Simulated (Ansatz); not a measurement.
```yaml
crystal:
  periodic: [false, false, false]
  atoms:
    - {symbol: I, position_ang: [-1.496633, -0.595692, 2.125759]}
    - {symbol: Hf, position_ang: [0.009983, -0.014721, -0.008302]}
    - {symbol: I, position_ang: [2.328255, -1.342405, 0.148216]}
    - {symbol: I, position_ang: [-1.283275, -0.737762, -2.236828]}
    - {symbol: I, position_ang: [0.491569, 2.616979, -0.070344]}
basis:
  gaussian: {orbitals: def2-TZVPD}
magnetization: {spin_polarized: true, initial_magnetization: 8}
hamiltonian: {xc: {name: B3LYP5}}
```

```sh
$ ansatz run in.yaml --threads 2 --pin off --events-out ev --progress --plain --max-ram 22528MiB --backend cuda --devices 0, --max-vram 18GiB
```

It prints (some lines left out):

```
Functional definition: B3LYP5
  name "B3LYP5"
  cite "Stephens, Devlin, Chabalowski & Frisch, J. Phys. Chem. 98, 11623 (1994) doi:10.1021/j100096a001"
  cite "Becke, Phys. Rev. A 38, 3098 (1988) doi:10.1103/PhysRevA.38.3098"
  cite "Lee, Yang & Parr, Phys. Rev. B 37, 785 (1988) doi:10.1103/PhysRevB.37.785"
  cite "Vosko, Wilk & Nusair, Can. J. Phys. 58, 1200 (1980) doi:10.1139/p80-159"
  parameter a0 = 0.2
  parameter ax = 0.72
  parameter ac = 0.81
  exchange = (1 - a0 - ax)*slater_x + ax*b88_x + a0*exact_x
  correlation = (1 - ac)*vwn5_c + ac*lyp_c
2188 factors; their error is unknown
mean field evaluation 1: about -33682.7700 eV, gradient 5.3e1 eV
mean field evaluation 2: about -33593.0717 eV, gradient 1.1e2 eV
mean field evaluation 4: about -33675.1306 eV, gradient 4.9e1 eV
mean field evaluation 8: about -33697.8164 eV, gradient 4.2e-1 eV
mean field evaluation 16: about -33698.8754 eV, gradient 4.0e-2 eV
mean field evaluation 32: about -33698.8752 eV, gradient 5.7e-6 eV
mean field -33698.87516579 eV, -1238.4108204247 hartree, gradient 5.7e-6 eV, S^2 20.014907; 6 other end points of the search recorded, 0 dependent functions left out
reference -33698.87546666 eV, -1238.4108314815 hartree; 60, 52 occupied and 219, 227 virtual orbitals, 2188 factors
Total energy: -33698.87546666 eV, -1238.4108314815 hartree
```

In this input the spin is set far too high for this molecule. The run converged. The result belongs to that input, not to the molecule as meant.
